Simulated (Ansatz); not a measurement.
Gas-phase electronic energies from Ansatz, PBE0-D4/def2-TZVP geometries. CCSD(T)/CBS is the MP2 limit (def2-TZVPP, def2-QZVPP) plus CCSD(T) − MP2 in def2-TZVPP, frozen cores. This one scheme is used for every species. Functionals use def2-TZVPP. One conformer a species, not always the lowest.

Consider the hydrogenolysis of the Si–B bond: `B[SiH](O)[SiH3]` + H₂ → `O[SiH2][SiH3]` + BH₃.

| level | ΔE (kJ/mol) |
| --- | --- |
| r2SCANh-D4 | -23.8 |
| r2SCAN0-D4 | -27.7 |
| BHLYP-D4 | -39.7 |
| MP2/def2-TZVPP | -35.0 |
| CCSD/def2-TZVPP | -38.6 |
| HF/def2-QZVPP | -64.6 |
| SCS-MP2/def2-QZVPP | -40.5 |
| CCSD/CBS(def2) | -36.2 |

**Question.** What does CCSD(T)/CBS give? (Best estimate.)

**Answer.** The calculation gave: -31.0 kJ/mol. The listed levels differ from it by 7.2, 3.3, -8.7, -4.0, -7.6, -33.6, -9.5, -5.2 kJ/mol.

**Question.** What do rigid-rotor, harmonic-oscillator terms from PBE0-D4/def2-TZVP frequencies (298.15 K, 1 bar) make of the CCSD(T)/CBS value? (Best estimate.)

**Answer.** The calculation gave: ΔZPE = +10.6 kJ/mol, ΔH = -24.0 kJ/mol, ΔS = 17 J/(mol·K), ΔG = -29.1 kJ/mol.

Largest T1 diagnostic among the species: 0.014.

From BLYP to BHLYP (50 % exact exchange), in def2-TZVPP and without D4, ΔE moves by −14.7 kJ/mol. The D4 term adds +7.8 kJ/mol with B3LYP and +4.4 kJ/mol with PBE0; it sums over pairs of atoms, weighted by their polarisabilities, and B3LYP, whose exchange is more repulsive, gets the larger term. At CCSD(T), def2-SVP lies −7.9 kJ/mol from the extrapolated value and def2-TZVPP −2.4 kJ/mol.

B3LYP here is the variant with VWN-RPA as its local correlation; programs differ in this.
